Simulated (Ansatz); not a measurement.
Start from `FC(F)(F)C1=CC(C(F)(F)F)=[O+][Ga-]([F])([Cl])[O]1` and change one element to get `F[B-]1(Cl)OC(C(F)(F)F)=CC(C(F)(F)F)=[O+]1`.

Ansatz, PBE0-D4/def2-TZVP geometries, multiplicity 1. 

Scalar relativity is left out up to krypton.

```csv
property,`FC(F)(F)C1=CC(C(F)(F)F)=[O+][Ga-]([F])([Cl])[O]1`
HOMO energy (PBE/def2-TZVPP) / eV,-7.82
LUMO energy (B3LYP/def2-TZVPP) / eV,-4.05
HOMO–LUMO gap (B3LYP/def2-TZVPP) / eV,4.79
HOMO–LUMO gap (PBE0/def2-TZVPP) / eV,5.20
size of the dipole moment (ωB97M-V/def2-TZVPP) / D,3.40
LUMO energy (PBE/def2-TZVPP) / eV,-4.60
```

(1) Give the same properties after the change, and the shifts. (An estimate is asked.)

Answers

(1) Computed: 
```
                                          property  `F[B-]1(Cl)OC(C(F)(F)F)=CC(C(F)(F)F)=[O+]1`  shift
                 HOMO energy (PBE/def2-TZVPP) / eV                                        -7.50   0.32
               LUMO energy (B3LYP/def2-TZVPP) / eV                                        -4.25  -0.20
             HOMO–LUMO gap (B3LYP/def2-TZVPP) / eV                                         4.38  -0.41
              HOMO–LUMO gap (PBE0/def2-TZVPP) / eV                                         4.85  -0.35
size of the dipole moment (ωB97M-V/def2-TZVPP) / D                                         4.35   0.95
                 LUMO energy (PBE/def2-TZVPP) / eV                                        -4.76  -0.16
```

With PBE0 the HOMO rises by 0.15 eV and the LUMO falls by 0.20 eV, so the gap narrows by about 0.35 eV. PBE moves the HOMO by 0.32 eV and ωB97M-V by 0.00 eV. Dipoles are sizes alone; their direction can turn.

B3LYP here is the variant with VWN-RPA as its local correlation; programs differ in this.
